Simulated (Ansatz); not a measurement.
Two isomers of C2H6OSSi: A = `[SiH3]C1(S)CO1`, B = `O=C[SiH2]CS`.

Program: Ansatz. Geometries: PBE0-D4/def2-TZVP. ΔE: electronic, gas phase. CCSD(T)/CBS is the MP2 limit (def2-TZVPP, def2-QZVPP) plus CCSD(T) − MP2 in def2-TZVPP, frozen cores. Functionals use def2-TZVPP. B3LYP here is the variant with VWN-RPA as its local correlation; programs differ in this. One conformer a species, not always the lowest.

Question: Which is lower in electronic energy at CCSD(T)/CBS, and by how much? (Estimate.)

Answer: The calculation gave: B, by 22.6 kcal/mol.

Question: Give E(B) − E(A) in kcal/mol with PBE0-D4, CCSD/def2-TZVPP, B2PLYP, PBE-D4, B3LYP, r2SCAN-D4, MP2/def2-TZVPP. (An estimate is asked.)

Answer: Computed: PBE0-D4 -20.3, CCSD/def2-TZVPP -23.2, B2PLYP -23.7, PBE-D4 -20.6, B3LYP -24.4, r2SCAN-D4 -20.7, MP2/def2-TZVPP -20.7. None reverses the order clearly.

Largest T1 diagnostic: 0.014.

In def2-TZVPP, CCSD(T) changes the Hartree–Fock value by +4.7 kcal/mol (the triples alone add +0.5 kcal/mol) and MP2 by +6.7 kcal/mol.
